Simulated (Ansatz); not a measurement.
Total energies of B(IMe)F3 (C₅H₈BF₃N₂) from Ansatz at PBE0-D4/def2-TZVP, gas phase (1 Eh = 27.2114 eV = 2625.5 kJ/mol). The reference geometry is relaxed at PBE-D4/def2-SVP.

| state | geometry | energy (Eh) |
| --- | --- | --- |
| charge 0 singlet | reference | -629.01251 |
| charge 1 doublet | reference | -628.65561 |
| charge 1 doublet | relaxed at PBE-D4/def2-SVP | -628.66734 |
| free B atom (doublet) | – | -24.61828 |
| free C atom (triplet) | – | -37.80537 |
| free N atom (quartet) | – | -54.54382 |
| free H atom (doublet) | – | -0.50104 |
| free F atom (doublet) | – | -99.67617 |

Problem. Work out the vertical ionisation energy to the doublet.

Solution. E(charge 1 doublet) − E(charge 0 singlet) = -628.65561 − (-629.01251) = 0.35690 Eh = 9.71 eV. For comparison, −ε of the highest occupied level is 7.78 eV at this level, 1.93 eV less.

Problem. How much does the charge 1 doublet relax, and what is the adiabatic ionisation energy?

Solution. Relaxation: -628.65561 − (-628.66734) = 0.01173 Eh = 0.32 eV. Adiabatic ionisation energy: 0.34517 Eh = 9.39 eV, without zero-point energy. 

Problem. What is the binding energy per atom against free atoms?

Solution. Atoms: 1 × (-24.61828) + 5 × (-37.80537) + 2 × (-54.54382) + 8 × (-0.50104) + 3 × (-99.67617) = -625.76960 Eh. Binding: -625.76960 − (-629.01251) = 3.24291 Eh = 88.24 eV, or 4.64 eV for each of 19 atoms (no zero-point energy, no counterpoise term).
